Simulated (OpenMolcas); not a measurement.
Pt2+ among 8 point charges of -1 e arranged as a cube (Oh).

```json
{
 "Program": "OpenMolcas",
 "Method": "CASSCF",
 "Basis": "ANO-RCC-VTZP [8s7p5d3f1g]",
 "Scalar Hamiltonian": "DKH2, point nucleus",
 "Active space": "8 electrons in 5 orbitals (5d)",
 "State averaging": "2S+1 = 3 even, 10 roots; 2S+1 = 1 even, 15 roots",
 "Spin-orbit coupling": "state interaction with AMFI integrals over the reference wave functions"
}
```

All point charges move together. At R = 1.86 Å |10Dq| is 8345 cm-1, and at R = 2.27 Å it is 3224 cm-1.

Q: A third run gives 5259 cm-1. What distance was it run at?

A: With a power law R^-n the two known points give n = -ln(3224 / 8345) / ln(2.27 / 1.86) = 4.77. Then R = 1.86 × (8345 / 5259)^(1/4.77) = 2.049 Å. The run was at 2.05 Å, so the estimate is off by -0.001 Å.

Without dynamic correlation the repulsion within the d shell is too large (B by tens of per cent), so at a given field states of lower spin stand too high. Real 4d8 and 5d8 ions are as a rule square planar and diamagnetic. An orbital triplet at a regular site is open to Jahn-Teller coupling, which can distort the site and quench the lowest spin-orbit gaps and is left out (holds for R = 2.05; R = 2.27). This is an electrostatic model: the charges have no orbitals. No measured value stands beside these numbers.
